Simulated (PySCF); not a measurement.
SiBr2F, SMILES F[Si](Br)Br, multiplicity 2.

Geometry: B3LYP-D3(BJ)/def2-SVP.

These are B3LYP/def2-TZVPD (PySCF) values and carry that method's errors.

Gas-phase values at a fixed geometry.

### Question
Estimate the frontier levels, dipole moment and polarisability. (Estimate from the structure and the level; the computed values follow.)

### Answer

```json
{
  "α spin, highest occupied and lowest empty level": "-7.03 and -0.97 eV",
  "β spin, highest occupied and lowest empty level": "-8.62 and -4.21 eV",
  "dipole_moment": "0.92 D",
  "quadrupole, principal values (traceless, Buckingham form, about the centre of nuclear charge)": "-4.09, 1.04, 3.05 D·Å",
  "mean_static_polarisability": "73.9 bohr³ (10.96 Å³)",
  "polarisability_principal_values": "56.3, 68.7, 96.8 bohr³",
  "⟨S²⟩": "0.753 (pure state 0.75)"
}
```
